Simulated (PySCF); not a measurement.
**Spinor energies of W⁺ (tungsten, charge +1)**

Start: [Xe] 4f14 5d3 6s2; 5d5/2 filled at m_j = +1/2, +3/2, +5/2. Calculated with PySCF 2.14 in x2c-SVPall-2c with one added diffuse shell each of s, d type (8s9p10d2f, 99 functions): generalised Hartree-Fock with the X2C-1e Hamiltonian and a Gaussian nucleus; one run each with spin-orbit coupling (SO) switched off, then screened by Boettger's factors. This is a chosen level, not necessarily the ground level.

```json
{"spinor shell": "1s1/2", "electrons": "2", "ε, spin-free (eV)": "-69907.8", "ε, screened SO (eV)": "-69886.6", "weight of nominal j (screened SO)": "1.000", "rms radius, screened SO (bohr)": "0.0208"}
{"spinor shell": "2s1/2", "electrons": "2", "ε, spin-free (eV)": "-12217.3", "ε, screened SO (eV)": "-12210.8", "weight of nominal j (screened SO)": "1.000", "rms radius, screened SO (bohr)": "0.0838"}
{"spinor shell": "2p1/2", "electrons": "2", "ε, spin-free (eV)": "-10690.3", "ε, screened SO (eV)": "-11657.3", "weight of nominal j (screened SO)": "1.000", "rms radius, screened SO (bohr)": "0.0713"}
{"spinor shell": "2p3/2", "electrons": "4", "ε, spin-free (eV)": "-10690.3", "ε, screened SO (eV)": "-10298.1", "weight of nominal j (screened SO)": "1.000", "rms radius, screened SO (bohr)": "0.0787"}
{"spinor shell": "3s1/2", "electrons": "2", "ε, spin-free (eV)": "-2884.9", "ε, screened SO (eV)": "-2882.8", "weight of nominal j (screened SO)": "1.000", "rms radius, screened SO (bohr)": "0.214"}
{"spinor shell": "3p1/2", "electrons": "2", "ε, spin-free (eV)": "-2424.8", "ε, screened SO (eV)": "-2636.5", "weight of nominal j (screened SO)": "1.000", "rms radius, screened SO (bohr)": "0.206"}
{"spinor shell": "3p3/2", "electrons": "4", "ε, spin-free (eV)": "-2424.8", "ε, screened SO (eV)": "-2337.5", "weight of nominal j (screened SO)": "1.000", "rms radius, screened SO (bohr)": "0.221"}
{"spinor shell": "3d3/2", "electrons": "4", "ε, spin-free (eV)": "-1889.4", "ε, screened SO (eV)": "-1927.0", "weight of nominal j (screened SO)": "1.000", "rms radius, screened SO (bohr)": "0.195"}
{"spinor shell": "3d5/2", "electrons": "6", "ε, spin-free (eV)": "-1889.4", "ε, screened SO (eV)": "-1862.6", "weight of nominal j (screened SO)": "1.000", "rms radius, screened SO (bohr)": "0.199"}
{"spinor shell": "4s1/2", "electrons": "2", "ε, spin-free (eV)": "-636.57", "ε, screened SO (eV)": "-636.07", "weight of nominal j (screened SO)": "1.000", "rms radius, screened SO (bohr)": "0.478"}
{"spinor shell": "4p1/2", "electrons": "2", "ε, spin-free (eV)": "-482.87", "ε, screened SO (eV)": "-532.43", "weight of nominal j (screened SO)": "1.000", "rms radius, screened SO (bohr)": "0.487"}
{"spinor shell": "4d3/2", "electrons": "4", "ε, spin-free (eV)": "-284.14", "ε, screened SO (eV)": "-291.89", "weight of nominal j (screened SO)": "1.000", "rms radius, screened SO (bohr)": "0.544"}
{"spinor shell": "4d5/2", "electrons": "6", "ε, spin-free (eV)": "-284.14", "ε, screened SO (eV)": "-278.71", "weight of nominal j (screened SO)": "1.000", "rms radius, screened SO (bohr)": "0.556"}
{"spinor shell": "5s1/2", "electrons": "2", "ε, spin-free (eV)": "-104.72", "ε, screened SO (eV)": "-104.78", "weight of nominal j (screened SO)": "1.000", "rms radius, screened SO (bohr)": "1.15"}
{"spinor shell": "5p1/2", "electrons": "2", "ε, spin-free (eV)": "-63.200", "ε, screened SO (eV)": "-70.426", "weight of nominal j (screened SO)": "0.969", "rms radius, screened SO (bohr)": "1.32"}
{"spinor shell": "5p3/2", "electrons": "4", "ε, spin-free (eV)": "-63.200", "ε, screened SO (eV)": "-60.268", "weight of nominal j (screened SO)": "0.980", "rms radius, screened SO (bohr)": "1.35"}
{"spinor shell": "4f5/2", "electrons": "6", "ε, spin-free (eV)": "-61.249", "ε, screened SO (eV)": "-62.384", "weight of nominal j (screened SO)": "0.989", "rms radius, screened SO (bohr)": "0.667"}
{"spinor shell": "4f7/2", "electrons": "8", "ε, spin-free (eV)": "-61.249", "ε, screened SO (eV)": "-60.203", "weight of nominal j (screened SO)": "0.992", "rms radius, screened SO (bohr)": "0.670"}
{"spinor shell": "5d5/2", "electrons": "3", "ε, spin-free (eV)": "-20.018", "ε, screened SO (eV)": "-19.925", "weight of nominal j (screened SO)": "0.625", "rms radius, screened SO (bohr)": "2.01"}
{"spinor shell": "6s1/2", "electrons": "2", "ε, spin-free (eV)": "-14.998", "ε, screened SO (eV)": "-14.995", "weight of nominal j (screened SO)": "0.972", "rms radius, screened SO (bohr)": "3.20"}
```

(1) Where does 4p3/2 lie, and what is the 4p spin-orbit splitting (screened SO)?

```csv
quantity,spin-free,screened SO
E (hartree),-16129.49934,-16148.38745
M_J,9/2,9/2
⟨J²⟩,25.257,25.052
⟨L²⟩,12.501,13.537
⟨S²⟩,3.757,3.481
```

The determinant has a definite M_J but mixes levels of different J.

Each row is a mean over spinors that exchange with the open shell spreads, by up to 6.137 eV (5p3/2).

Rows whose weight is well below 1 are mixtures of j = l ± 1/2: exchange outweighs spin-orbit coupling there, and the label is only the starting occupation.

Breit and QED terms are absent; they matter most for the inner s and p1/2 levels.

Densities and radii are taken from the X2C orbitals without a picture-change correction, which distorts them close to the nucleus.

Without spin-orbit coupling the j labels of p, d and f shells carry no meaning; the spin-free column gives the mean over the occupied spinors of each nl shell, and its ⟨J²⟩ belongs to a mixture of degenerate components.

Results:

(1) At -462.50 eV, 69.930 eV above 4p1/2.
